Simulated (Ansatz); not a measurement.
Conformers of CH$_{7}$FO$_{2}$Si$_{2}$ (`O[SiH](O)C[SiH2]F`), each relaxed with PBE0-D4/def2-TZVP in Ansatz. CBS adds the triple-zeta coupled-cluster correction to the MP2 limit.

Not all of them had a frequency check.

Conformer A:

Cartesian coordinates in Å:
```
O 0.144 0.874 1.860
Si 0.000 1.183 0.256
O -1.114 2.366 0.069
C -0.618 -0.307 -0.673
Si 0.487 -1.787 -0.559
F 1.036 -1.888 0.958
H 0.620 0.078 2.108
H 1.315 1.614 -0.295
H -0.990 3.177 0.564
H -0.732 -0.040 -1.730
H -1.612 -0.555 -0.286
H -0.212 -3.064 -0.841
H 1.677 -1.651 -1.433
```

Conformer B:

```xyz
13

O     1.256   -1.026   -1.409
Si   -0.288   -0.526   -1.178
O    -0.546    1.025   -1.662
C    -0.738   -0.508    0.628
Si    0.287    0.667    1.630
F     1.813    0.563    1.105
H     1.919   -0.609   -0.851
H    -1.101   -1.474   -1.975
H    -0.360    1.246   -2.575
H    -0.630   -1.522    1.027
H    -1.791   -0.222    0.730
H     0.322    0.312    3.071
H    -0.142    2.073    1.459
```

(1) Which is lowest in electronic energy at CCSD(T)/CBS (frozen core, def2 sets), and by how much? (Estimate.)

(2) Give the energies relative to B (kJ/mol) with ωB97X-V/def2-TZVPP, PBE/def2-TZVPP, r2SCAN/def2-TZVPP, CCSD(T)/def2-TZVPP, HF/def2-QZVPP, MP2/def2-QZVPP, CCSD/CBS(def2). (Estimate.)

## Answers

(1) Computed: B; A lies 6.9 kJ/mol higher.

(2) The calculation gave: 
```
             level    A
ωB97X-V/def2-TZVPP  7.5
    PBE/def2-TZVPP  6.8
 r2SCAN/def2-TZVPP  6.7
CCSD(T)/def2-TZVPP  7.4
     HF/def2-QZVPP  4.6
    MP2/def2-QZVPP  7.2
    CCSD/CBS(def2)  6.5
```
